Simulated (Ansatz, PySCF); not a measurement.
HO₄S, SMILES [O]S(=O)(=O)O, multiplicity 2. Atoms are numbered in the order given.

```xyz
6

O      0.9047    -0.3017    -1.1527
S     -0.0451    -0.1166     0.0000
O      0.9047    -0.3017     1.1527
O     -1.2763    -0.8732     0.0000
O     -0.5094     1.4313     0.0000
H      0.2844     2.0010     0.0000
```
Charge 0, spin multiplicity 2.

Geometry: TPSSh-D3(BJ)/def2-SVP. The isomer is the one that the SMILES or the coordinates give; other isomers of the formula were not compared. One conformer was computed; it need not be the lowest.

Two levels are set side by side: PBE-D3(BJ)/def2-SVP (Ansatz, a quantum-chemistry and plane-wave program) and TPSSh-D3(BJ)/def2-SVP (PySCF). Each level has its own optimised geometry; the coordinates shown are those of the second. Frequencies come from the Hessian of PySCF at each geometry. Differences are taken from unrounded values.

| quantity | TPSSh-D3(BJ) |
|---|---|
| mean bond length (Å) | 1.410 |
| bond O1–S2 (Å) | 1.505 |
| bond S2–O3 (Å) | 1.505 |
| bond S2–O4 (Å) | 1.445 |
| bond S2–O5 (Å) | 1.616 |
| bond O5–H6 (Å) | 0.977 |
| highest harmonic wavenumber (cm⁻¹) | 3710 |
| mean harmonic wavenumber (cm⁻¹) | 917 |
| zero-point energy (kcal/mol) | 15.73 |

Problem. What does PBE-D3(BJ) give, and how far is it from TPSSh-D3(BJ)? (The exact figures need the calculation; the answer reports its results.)

Solution. 
```json
[
 {"quantity": "mean bond length (Å)", "PBE-D3(BJ)": "1.420", "PBE-D3(BJ) minus TPSSh-D3(BJ)": "0.011"},
 {"quantity": "bond O1–S2 (Å)", "PBE-D3(BJ)": "1.504", "PBE-D3(BJ) minus TPSSh-D3(BJ)": "-0.001"},
 {"quantity": "bond S2–O3 (Å)", "PBE-D3(BJ)": "1.504", "PBE-D3(BJ) minus TPSSh-D3(BJ)": "-0.001"},
 {"quantity": "bond S2–O4 (Å)", "PBE-D3(BJ)": "1.476", "PBE-D3(BJ) minus TPSSh-D3(BJ)": "0.031"},
 {"quantity": "bond S2–O5 (Å)", "PBE-D3(BJ)": "1.635", "PBE-D3(BJ) minus TPSSh-D3(BJ)": "0.019"},
 {"quantity": "bond O5–H6 (Å)", "PBE-D3(BJ)": "0.983", "PBE-D3(BJ) minus TPSSh-D3(BJ)": "0.005"},
 {"quantity": "highest harmonic wavenumber (cm⁻¹)", "PBE-D3(BJ)": "3641", "PBE-D3(BJ) minus TPSSh-D3(BJ)": "-70"},
 {"quantity": "mean harmonic wavenumber (cm⁻¹)", "PBE-D3(BJ)": "879", "PBE-D3(BJ) minus TPSSh-D3(BJ)": "-38"},
 {"quantity": "zero-point energy (kcal/mol)", "PBE-D3(BJ)": "15.07", "PBE-D3(BJ) minus TPSSh-D3(BJ)": "-0.65"}
]
```

GGA bonds tend to be longer and softer than those of functionals with exact exchange. Differences between two approximate levels are no errors against the true value.
